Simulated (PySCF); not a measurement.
## Fractional electron number in F²⁺ (fluorine, charge +2)

The 2p alpha orbital of [He] 2s2 2p3 is emptied in steps (occupation f), with all orbitals relaxed, ending at [He] 2s2 2p2. Computed with PySCF 2.14 in def2-SVP (3s2p1d, 14 functions), with no relativity, point nucleus. The exact energy is a straight line in f; departures are measured from the line between the end points of the same method.

| f | UHF (eV) | LDA (eV) | PBE (eV) | PBE0 (eV) | r2SCAN (eV) | LC-wPBE (eV) | BHandHLYP (eV) | wB97X (eV) | BLYP (eV) | TPSS (eV) |
| --- | --- | --- | --- | --- | --- | --- | --- | --- | --- | --- |
| 1 | 0.000 | 0.000 | 0.000 | 0.000 | 0.000 | 0.000 | 0.000 | 0.000 | 0.000 | 0.000 |
| 0.75 | 0.285 | -2.183 | -2.125 | -1.529 | -1.928 | -1.093 | -0.933 | -1.069 | -2.124 | -2.059 |
| 0.5 | 0.369 | -2.923 | -2.834 | -2.036 | -2.542 | -1.453 | -1.242 | -1.416 | -2.831 | -2.742 |
| 0.25 | 0.269 | -2.198 | -2.119 | -1.520 | -1.884 | -1.079 | -0.928 | -1.044 | -2.116 | -2.048 |
| 0 | 0.000 | 0.000 | 0.000 | 0.000 | 0.000 | 0.000 | 0.000 | 0.000 | 0.000 | 0.000 |

**Question.** For TPSS, how does the orbital energy at f = 1 compare with the removal energy?

**Answer.** −ε = 52.071 eV against a total-energy difference of 63.037 eV. By Janak's theorem ε = ∂E/∂f, so the gap between them reflects the curvature. Along the path −ε is 57.545 (f = 0.75), 63.064 (f = 0.5), 68.554 (f = 0.25) eV.

| method | E(f=0) − E(f=1) (eV) | −ε at f=1 (eV) | −ε at f=0.5 (eV) |
| --- | --- | --- | --- |
| UHF | 62.389 | 63.955 | 62.346 |
| LDA | 63.352 | 51.778 | 63.309 |
| PBE | 63.063 | 51.756 | 63.078 |
| PBE0 | 63.117 | 54.971 | 63.138 |
| r2SCAN | 63.315 | 52.947 | 63.441 |
| LC-wPBE | 63.247 | 57.430 | 63.278 |
| BHandHLYP | 63.006 | 58.035 | 63.018 |
| wB97X | 62.784 | 57.087 | 62.844 |
| BLYP | 62.909 | 51.603 | 62.929 |
| TPSS | 63.037 | 52.071 | 63.064 |

Reference removal energy between the ground levels: 62.708 eV (semi-empirical (NIST evaluation); NIST Atomic Spectra Database, ionization energies). The calculation has no spin-orbit coupling. UHF lacks correlation.
